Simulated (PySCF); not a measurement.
C7H6 (charge +1 and doublet state).
SMILES with atom numbers: `[CH:1]1[CH:2]=[C:3]2[CH2:4][C:5]2=[CH:6][CH+:7]1` (hydrogens: H8 on C1; H9 on C2; H10, H11 on C4; H12 on C6; H13 on C7)

Geometry (GFN2-xTB, Å), atoms numbered from 1 in this order:
```
atom  x, y, z in Å
C1    -1.4689   -0.6841   -0.3019
C2    -0.3209   -1.4467   -0.0196
C3     0.7929   -0.7304    0.2458
C4     2.0735   -0.0171    0.2535
C5     0.7997    0.7079    0.2870
C6    -0.3074    1.4484    0.0629
C7    -1.4622    0.7136   -0.2622
H8    -2.3927   -1.1944   -0.5319
H9    -0.3601   -2.5281   -0.0050
H10    2.7286    0.0047   -0.6146
H11    2.6304   -0.0462    1.1921
H12   -0.3364    2.5276    0.1394
H13   -2.3808    1.2450   -0.4632
```

Computed, not measured: PySCF, UKS B3LYP, pcH-1 on C H, non-relativistic, mean-field spin-orbit, GIAO. Geometry: GFN2-xTB; no solvent, vibrations or thermal averaging. The geometry wasn't refined by DFT: couplings that depend on bond lengths, twists or pyramidal angles can differ widely from those at the functional's own minimum, by a factor of two or more for some ions and for spin on atoms past the first row. The SCF solution wasn't tested for stability.

Mulliken spin populations: C1 +0.230, C2 -0.103, C3 +0.338, C4 -0.061, C5 +0.338, C6 -0.103, C7 +0.231, H8 -0.010, H9 +0.008, H10 +0.045, H11 +0.088, H12 +0.008, H13 -0.010. Main spin sites, with 60 % or more of the largest population: C1, C3, C5, C7; positions count bonds from the nearest.

What dipolar couplings does the calculation give for H9, H10, H11, H12?

```csv
atom,position,distance from C3 (Å),T1 (MHz),T2,T3
H9,"2 bonds from C3, on C2 of spin population -0.10",2.15,-3.29,0.06,3.23
H10,2 bonds from C3,2.24,-4.34,-4.26,8.60
H11,2 bonds from C5,2.18,-5.56,-3.97,9.54
H12,"2 bonds from C5, on C6 of spin population -0.10",3.45,-3.29,0.06,3.23
```

Estimate them with point dipoles: put each population ρk at its nucleus, leave out the nucleus itself and the atom bound to it, and sum T = Σ [ρk/(2S)]·C·(3 n nᵀ − 1)/r³ with C = μ0 gₑ μB g_N μN/(4π h) = 79.06 MHz Å³.

| atom | T1 (MHz) | T2 | T3 | T3, computed | difference in T3 (%) |
| --- | --- | --- | --- | --- | --- |
| H9 | -5.41 | -1.48 | 6.89 | 3.23 | +113 |
| H10 | -4.69 | -3.25 | 7.94 | 8.60 | -8 |
| H11 | -4.34 | -4.28 | 8.62 | 9.54 | -10 |
| H12 | -5.41 | -1.48 | 6.89 | 3.23 | +113 |

On one thread of an Arm Neoverse V2, no GPU, on a shared host, this took 38 s wall.

The SMILES draws the unpaired electron on C1; the largest computed Mulliken spin population is on C3 (0.34 against 0.23).
